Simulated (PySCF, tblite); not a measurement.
Scan of H2Te, singlet: symmetric bend, bond length relaxed. Scanned: H-Te-H angle. Other coordinates (Te-H bond length) were minimised at B3LYP/def2-TZVP.

Levels: GFN2-xTB, 300 K electronic temperature (tblite); CCSD(T) on RHF/def2-TZVP, 4 core orbitals frozen, def2 effective core potentials past Kr (PySCF).

Energies relative to the lowest point of each profile, in kJ/mol; the last columns give the difference from CCSD(T):

```tsv
a / °	GFN2-xTB	CCSD(T)	GFN2-xTB − CCSD(T)
180	435.5	—	—
172	344.5	311.2	33.3
164	267.8	266.2	1.6
156	214.2	218.1	-4.0
148	169.0	172.4	-3.4
140	129.4	130.6	-1.2
132	94.7	93.6	1.1
124	64.9	62.1	2.8
116	40.2	36.7	3.6
108	20.9	17.5	3.3
100	7.3	5.2	2.1
92	0.1	0.0	0.1
84	0.0	2.4	-2.4
76	8.2	12.7	-4.5
68	26.2	31.0	-4.8
60	55.4	56.4	-1.0
```

GFN2-xTB is furthest from CCSD(T) at 172 (33.3 kJ/mol, above); its mean absolute difference over the points is 4.6 kJ/mol.

Dashes: no converged value, or the column stops at the first point that the program doubted or that broke a chosen test of continuity, which isn't proof of a fault.
